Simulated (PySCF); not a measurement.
First SCF of a structure search on doublet AsF(OH), at a hand-made bent (heavy-atom frame) geometry. PySCF input:

```python
from pyscf import gto, scf, dft
mol = gto.M(atom='''
As     0.000000     0.000000     0.000000
F      1.515400     0.000000     1.061100
O     -1.507200     0.000000     1.055400
H     -2.012700     0.735400     1.409300''',
    basis={'As': 'def2-TZVP', 'F': 'def2-TZVP', 'O': 'def2-TZVP', 'H': 'def2-TZVP'},
    charge=0, spin=1)
mf = dft.UKS(mol, xc='PBE0')
mf.grids.atom_grid = (50, 194)
aux = {'As': 'def2-universal-JKFIT', 'F': 'def2-universal-JKFIT', 'O': 'def2-universal-JKFIT', 'H': 'def2-universal-JKFIT'}
mf = mf.density_fit(auxbasis=aux)
mf.conv_tol = 1e-08
mf.diis_space = 10
mf.max_cycle = 60
mf.init_guess = 'minao'
mf.verbose = 4
mf.kernel()
```

Excerpt of the output (cycles alone):

```
init E= -2410.41209114665
cycle= 1 E= -2411.00709064066  delta_E= -0.595  |g|= 0.717  |ddm|= 1.36
cycle= 2 E= -2410.38584722295  delta_E= 0.621  |g|= 1.48  |ddm|= 1.09
cycle= 3 E= -2411.17115036039  delta_E= -0.785  |g|= 0.0932  |ddm|= 0.792
cycle= 4 E= -2411.17436495502  delta_E= -0.00321  |g|= 0.0403  |ddm|= 0.0926
cycle= 5 E= -2411.174728505  delta_E= -0.000364  |g|= 0.0189  |ddm|= 0.0251
cycle= 6 E= -2411.17484082639  delta_E= -0.000112  |g|= 0.00633  |ddm|= 0.0121
cycle= 7 E= -2411.174858117  delta_E= -1.73e-05  |g|= 0.00136  |ddm|= 0.00528
cycle= 8 E= -2411.17485952996  delta_E= -1.41e-06  |g|= 0.000423  |ddm|= 0.00217
cycle= 9 E= -2411.17485968598  delta_E= -1.56e-07  |g|= 0.0001  |ddm|= 0.000728
cycle= 10 E= -2411.17485970088  delta_E= -1.49e-08  |g|= 3.24e-05  |ddm|= 0.000271
cycle= 11 E= -2411.17485970219  delta_E= -1.31e-09  |g|= 1.02e-05  |ddm|= 7.47e-05
Extra cycle  E= -2411.17485970231  delta_E= -1.16e-10  |g|= 9.21e-06  |ddm|= 1.75e-05
converged SCF energy = -2411.17485970231  <S^2> = 0.75486324  2S+1 = 2.0048573
```

No lower solution of this spin was found by a stability analysis within the unrestricted form.

The search for the lowest solution, with the stability check, took 5.9 s on 4 threads of a shared Arm Neoverse V1 host, with 116 basis functions; the process peaked at 0.4 GiB.
